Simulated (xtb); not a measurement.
C₃H₅BFNO, SMILES C/N=C/B(F)C=O. All values are semi-empirical tight-binding results from xtb (GFN2-xTB unless named), good for trends rather than for accurate numbers. Geometry optimised at GFN2-xTB. The structure was generated by enumeration; whether it is a known compound was not checked. Other conformers were not sampled.

Optimised geometry:

Bonds (Å): C1–N2 1.419, C1–H8 1.099, C1–H9 1.091, C1–H10 1.092, N2–C3 1.266, C3–B4 1.565, C3–H11 1.105, B4–F5 1.313, B4–C6 1.602, C6–O7 1.208, C6–H12 1.117. Bond angles (°): N2–C1–H8 114.0, N2–C1–H9 107.6, N2–C1–H10 107.9, H8–C1–H9 110.1, H8–C1–H10 110.0, H9–C1–H10 107.0, C1–N2–C3 121.1, N2–C3–B4 121.8, N2–C3–H11 120.4, B4–C3–H11 117.8, C3–B4–F5 120.9, C3–B4–C6 121.2, F5–B4–C6 117.8, B4–C6–O7 127.2, B4–C6–H12 114.2, O7–C6–H12 118.6.
Charge 0, spin multiplicity 1.

```yaml
orbital_gap: 1.66 eV
dipole_moment: 2.52 D
zero_point_energy: 50.3 kcal/mol
G − E(el) at 298.15 K (modified RRHO): 29.1 kcal/mol
static polarisability (D4 model): 60.2 bohr³
solvation energy, GFN2-xTB/ALPB(water): -3.1 kcal/mol
solvation energy, GFN2-xTB/ALPB(thf): -6.6 kcal/mol
```

### Question
Give the IR lines (harmonic; lines under 4 % of the strongest left out, lines within 3 cm⁻¹ merged). (An estimate is asked for; the answer gives what the named calculation found.)

### Answer
ν (cm⁻¹): 30 (w), 207 (w), 364 (w), 452 (w), 615 (m), 893 (w), 1004 (m), 1091 (w), 1307 (vs), 1334 (w), 1372 (m), 1456 (m), 1679 (m), 1744 (s), 2669 (s), 2791 (m), 2886 (m) (against the strongest line: vs over 80 %, s over 45 %, m over 15 %, w over 4 %, vw less)

Computed atomic charges and the Wiberg bond orders between heavy atoms:
charges (e) C1 -0.03, N2 -0.17, C3 -0.01, B4 0.37, F5 -0.22, C6 0.13, O7 -0.30, H8 0.03, H9 0.07, H10 0.07, H11 0.02, H12 0.03. Bond orders C1–N2 1.06, N2–C3 1.88, C3–B4 1.01, B4–F5 1.16, B4–C6 0.95, C6–O7 1.96.
